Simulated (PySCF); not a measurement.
# Ca¹¹⁺: ionisation energy

Ca¹¹⁺ [He] 2s2 2p5 [2p1/2^2 2p3/2^3, M_J = 3/2] → Ca¹²⁺ [He] 2s2 2p4 [2p1/2^2 2p3/2^2, M_J = 2], as a difference of total energies. Calculation: PySCF 2.14, in an uncontracted even-tempered set (18 s from 1.7 bohr⁻², ratio 2.4; 11 p from 2.2 bohr⁻², ratio 2.4; 5 d from 12 bohr⁻², ratio 2.6; 5 f from 18 bohr⁻², ratio 2.6); the two-component X2C-1e Hamiltonian. Correlated levels: nothing frozen; the 30 highest virtual spinors dropped. "Screened" scales the spin-orbit matrix elements by Boettger's factors to mimic the two-electron term; Breit and QED terms are absent.

```
                    method  ionisation energy (eV)
           GHF (spin-free)                  656.91
          GMP2 (spin-free)                  658.38
 GHF (screened spin-orbit)                  656.51
GMP2 (screened spin-orbit)                  657.98
```

Problem. How much does correlation contribute at GMP2 (screened spin-orbit)?

Solution. 657.98 − (656.51) = 1.47 eV, measured against GHF (screened spin-orbit).

The labels give the starting determinants; with spin-orbit coupling the two ends relaxed to ⟨J²⟩ = 3.75, ⟨L²⟩ = 2.00, ⟨S²⟩ = 0.75 and ⟨J²⟩ = 6.00, ⟨L²⟩ = 2.12, ⟨S²⟩ = 1.94.

For comparison: 658.2 ± 0.9 eV (semi-empirical (NIST evaluation); NIST Atomic Spectra Database, ionization energies).
